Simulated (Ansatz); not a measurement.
Li₈F₈ (started as a model of: 1x4x4 LiF rock-salt block), relaxed as a singlet with RKS PBE0-D4/def2-SVP in Ansatz, starting from the GFN2-xTB geometry. Force threshold 0.02 eV/Å.

Start:

```xyz
16

Li   -0.854   -3.029   -1.684
F     0.569   -2.183   -1.965
Li    1.896   -0.938   -1.909
F     3.202    0.172   -1.930
F    -1.834   -2.308   -0.528
Li   -0.292   -1.049   -0.581
F     1.050    0.065   -0.648
Li    2.487    1.180   -0.739
Li   -2.490   -1.177    0.737
F    -1.051   -0.067    0.650
Li    0.291    1.047    0.581
F     1.831    2.313    0.520
F    -3.201   -0.172    1.933
Li   -1.892    0.935    1.915
F    -0.564    2.179    1.968
Li    0.853    3.031    1.680
```

Problem. Estimate the energy that the relaxation releases and the steps that it takes.

Solution. 34.6 kJ/mol, in 8 steps; 45 s on 4 threads of Intel Xeon Platinum 8259CL on a shared host. No frequencies were taken in this run, so the end may be a saddle point.

Problem. Does the start keep its bonding and symmetry?

Solution. By distances, no bond broke or formed. The bond that changes most is Li11–F12, from 1.99 to 1.89 Å (atoms count from 1). Point group D2h at the start, Ci at the end, both within 0.05 Å.

Problem. Predict the relaxed structure.

Solution. 
| atom | x (Å) | y (Å) | z (Å) |
| --- | --- | --- | --- |
| Li1 | -0.8701 | -2.9876 | -1.7890 |
| F2 | 0.6741 | -2.2564 | -1.7564 |
| Li3 | 1.7647 | -0.8532 | -2.0343 |
| F4 | 3.2053 | 0.0102 | -1.7212 |
| F5 | -1.7666 | -2.1039 | -0.6353 |
| Li6 | -0.1415 | -1.1688 | -0.4373 |
| F7 | 0.6685 | 0.3452 | -1.0885 |
| Li8 | 2.3623 | 1.1442 | -0.7612 |
| Li9 | -2.3632 | -1.1419 | 0.7594 |
| F10 | -0.6671 | -0.3514 | 1.0963 |
| Li11 | 0.1457 | 1.1614 | 0.4454 |
| F12 | 1.7666 | 2.1052 | 0.6345 |
| F13 | -3.2068 | -0.0045 | 1.7146 |
| Li14 | -1.7645 | 0.8527 | 2.0358 |
| F15 | -0.6737 | 2.2542 | 1.7563 |
| Li16 | 0.8663 | 2.9945 | 1.7808 |
Bond lengths (bridged metal pairs left out): 24 × F–Li 1.71 to 1.90 Å.
